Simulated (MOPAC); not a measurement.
A run for MOPAC: PM6 on BH3Se (SMILES B[SeH]), a point of a bond scan (R = 2.372 Å).

```
PM6 1SCF PRECISE CHARGE=0 THREADS=1
BH3Se

B      0.45012458 1    -0.03983348 1    -1.50253169 1
H     -1.02846924 1    -1.08015636 1    -3.03833521 1
H      1.48655015 1     0.43721308 1    -1.81939992 1
Se    -0.13171131 1    -0.01087557 1     0.31515847 1
H      1.03018385 1     0.69171863 1     0.88710390 1
```

It printed:

```
*******************************************************************************
 **                                                                           **
 **                              MOPAC v23.2.5                                **
 **                                                                           **
 *******************************************************************************
 ** MOPAC's Digital Object Identifier: https://doi.org/10.5281/zenodo.6511958 **
 **                                                                           **
 ** Please cite the open-source release paper for use of this MOPAC version:  **
 ** J. E. Moussa and J. J. P. Stewart (2026)                                  **
 ** MOPAC: An open-source semiempirical molecular orbital program             **
 ** J. Open Source Softw., 11(119), 8025, https://doi.org/10.21105/joss.08025 **
 *******************************************************************************

                              PM6 CALCULATION RESULTS

 *******************************************************************************
 *  PM6        - The PM6 Hamiltonian to be used
 *
 *
 *
 *                 CHARGE ON SYSTEM = 0
 *
 *
 *
 *  PRECISE    - TIGHTER CRITERIA TO BE USED
 *  1SCF       - DO 1 SCF AND THEN STOP
 *  THREADS=1  - MULTI-THREADING NOT USED
 *  T=         - A TIME OF 172800.0 SECONDS REQUESTED
 *  DUMP=N     - RESTART FILE WRITTEN EVERY 7200.0 SECONDS REQUESTED
 *******************************************************************************
PM6 1SCF PRECISE CHARGE=0 THREADS=1
 BH3Se

   ATOM   CHEMICAL          X               Y               Z
  NUMBER   SYMBOL      (ANGSTROMS)     (ANGSTROMS)     (ANGSTROMS)

     1       B          0.45012458  *  -0.03983348  *  -1.50253169  *
     2       H         -1.02846924  *  -1.08015636  *  -3.03833521  *
     3       H          1.48655015  *   0.43721308  *  -1.81939992  *
     4      Se         -0.13171131  *  -0.01087557  *   0.31515847  *
     5       H          1.03018385  *   0.69171863  *   0.88710390  *



          CARTESIAN COORDINATES

    NO.       ATOM           X           Y           Z

     1         B          0.4501     -0.0398     -1.5025
     2         H         -1.0285     -1.0802     -3.0383
     3         H          1.4866      0.4372     -1.8194
     4        Se         -0.1317     -0.0109      0.3152
     5         H          1.0302      0.6917      0.8871

 General Reference for PM6:
 "Optimization of Parameters for Semiempirical Methods V: Modification of NDDO Approximations
 and Application to 70 Elements", J. J. P. Stewart, J. Mol. Mod., 13, 1173-1213 (2007)
 URL: https://link.springer.com/article/10.1007/s00894-007-0233-4

           Empirical Formula: H3 B Se  =     5 atoms



      MOLECULAR POINT GROUP   :   Cs


      RHF CALCULATION, NO. OF DOUBLY OCCUPIED LEVELS = 6


 -------------------------------------------------------------------------------
 PM6 1SCF PRECISE CHARGE=0 THREADS=1
 BH3Se



     1SCF WAS SPECIFIED, SO BFGS WAS NOT USED
     SCF FIELD WAS ACHIEVED


                              PM6 CALCULATION
                                                       MOPAC v23.2.5 Linux




          FINAL HEAT OF FORMATION =        387.39157 KCAL/MOL =    1620.84632 KJ/MOL


          COSMO AREA              =         95.86 SQUARE ANGSTROMS
          COSMO VOLUME            =         77.34 CUBIC ANGSTROMS

          IONIZATION POTENTIAL    =          8.057087 EV
          HOMO LUMO ENERGIES (EV) =         -8.057 -0.913
          NO. OF FILLED LEVELS    =          6
          MOLECULAR WEIGHT        =         92.7937         POINT GROUP:  Cs

          MOLECULAR DIMENSIONS (Angstroms)

            Atom       Atom       Distance
            H     5    H     2     4.77354
           Se     4    H     3     2.56551
            B     1    H     2     0.00000


          SCF CALCULATIONS        =          1





   ATOM   CHEMICAL          X               Y               Z
  NUMBER   SYMBOL      (ANGSTROMS)     (ANGSTROMS)     (ANGSTROMS)

     1       B          0.45012458  *  -0.03983348  *  -1.50253169  *
     2       H         -1.02846924  *  -1.08015636  *  -3.03833521  *
     3       H          1.48655015  *   0.43721308  *  -1.81939992  *
     4      Se         -0.13171131  *  -0.01087557  *   0.31515847  *
     5       H          1.03018385  *   0.69171863  *   0.88710390  *

                             CARTESIAN COORDINATES

   1    B        0.450124580    -0.039833480    -1.502531690
   2    H       -1.028469240    -1.080156360    -3.038335210
   3    H        1.486550150     0.437213080    -1.819399920
   4   Se       -0.131711310    -0.010875570     0.315158470
   5    H        1.030183850     0.691718630     0.887103900


           Empirical Formula: H3 B Se  =     5 atoms



      MOLECULAR POINT GROUP   :   Cs


                  EIGENVALUES
 -22.83421 -16.22186 -13.99729 -11.13607  -9.37478  -8.05709  -0.91344  -0.16341
   0.89805   1.94294   5.10536


              NET ATOMIC CHARGES AND DIPOLE CONTRIBUTIONS

  ATOM NO.   TYPE          CHARGE      No. of ELECS.   s-Pop       p-Pop
    1          B          -0.187243        3.1872     1.35248     1.83476
    2          H           0.122590        0.8774     0.87741
    3          H           0.049721        0.9503     0.95028
    4         Se          -0.061270        6.0613     1.98893     4.07234
    5          H           0.076201        0.9238     0.92380
 DIPOLE           X         Y         Z       TOTAL
 POINT-CHG.    -0.240    -0.239    -0.640     0.724
 HYBRID         0.717     0.435     0.363     0.914
 SUM            0.477     0.196    -0.277     0.585


          ATOMIC ORBITAL ELECTRON POPULATIONS

     Atom    s        px        py        pz
    1  B   1.35248   0.77494   0.36262   0.69719
    2  H   0.87741
    3  H   0.95028
    4 Se   1.98893   1.23534   1.62844   1.20857
    5  H   0.92380

 **********************
 *                    *
 * JOB ENDED NORMALLY *
 *                    *
 **********************




 == MOPAC DONE ==
```

The run finished.

Cost: very roughly 0.020 core-seconds.
